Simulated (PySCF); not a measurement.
Input file for PySCF: R-B3LYP/6-31G* on Si2H6 (SMILES [SiH3][SiH3]) with ghost functions, monomers drawn apart or pushed together.

```python
from pyscf import gto, scf, dft, mp
from pyscf.data.elements import chemcore

mol = gto.M(
    atom='''
    Si    0.90220745    0.20056273    5.04824673
    Si   -1.24611320    0.80200858    4.32807202
    H     1.70039475   -0.33948244    3.92108584
    H     0.81626304   -0.83658291    6.10522295
    H     1.60668598    1.38279052    5.60171448
    H    -1.16766941    1.84657544    3.27868107
    H    -2.03057829    1.33479444    5.46902356
    H    -1.95596055   -0.37629239    3.77460003
    ghost-H    0.55671444   -0.76272745    0.05311899
    ghost-H   -0.09818437   -0.57640907   -0.24714688
    ''',
    basis='6-31g*',
    cart=True,
    charge=0, spin=0, verbose=3, max_memory=1800)
mf = dft.RKS(mol, xc='b3lyp')
mf.conv_tol = 1e-8
mf.max_cycle = 100
mf.kernel()
if not mf.converged:
    mf = mf.newton().run(mf.mo_coeff, mf.mo_occ)
```

The log:

```
converged SCF energy = -582.582636584955
```

The run converged.

Cost: around 3 core-seconds (rough).
